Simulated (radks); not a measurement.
Initial-state core-level shifts of the gallium ion Ga+ when its valence configuration changes from [Ar] 3d10 4s2. Calculated with a radial shooting solver on a logarithmic mesh with Libxc functionals: Dirac Kohn-Sham, PBEsol, spin-unpolarised, spherical densities, finite nucleus; open shells are shared between the two j in proportion to 2j + 1; Fermi nuclear charge, rms radius 3.9973 fm. Shifts are changes of the shell-averaged eigenvalues in eV (positive: less bound); the change of the density at the nucleus, which sets a Mossbauer isomer shift, is in e/bohr^3, on a base of 2.82e+04.

valence                2s       2p       3s       3p  density at nucleus
3d9 4s2 4p1       -11.969  -11.878  -10.404  -10.188              +9.361
3d8 4s2 4p2       -25.118  -24.922  -21.296  -20.841             +20.157
3d10 4s1 4p1       -1.795   -1.798   -1.879   -1.876             -14.115
3d10 4p2           -3.482   -3.487   -3.652   -3.646             -29.328
3d10 4s1.5 4p0.5   -0.912   -0.914   -0.954   -0.953              -6.913
3d8 4s1 4p3       -26.650  -26.449  -22.855  -22.392              +0.589
3d9.5 4s1.5 4p1    -6.705   -6.662   -6.040   -5.933              -3.084
3d8 4p4           -28.118  -27.912  -24.353  -23.881             -19.953
3d9.5 4s2 4p0.5    -5.832   -5.788   -5.133   -5.029              +4.488
